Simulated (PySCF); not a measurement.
Vertical excitations of a molecule C3H9FSi from TDDFT-ωB97X/def2-SVPD (PySCF 2.14.0), as energy in eV (oscillator strength): 8.76 (0.117), 8.76 (0.117), 9.17 (0.014), 9.17 (0.014). Lowest triplet (TDA): 8.56 eV. Coordinates come from a PBE0-D3(BJ)/def2-SVP optimisation. The values are those of a single conformer.

Q: Which molecule gave these data?
A) C[Si](C)(C)F
B) C[SiH2][C@@H](C)F
C) CC(C)(F)[SiH3]
D) CCC[SiH2]F

A: A, C[Si](C)(C)F
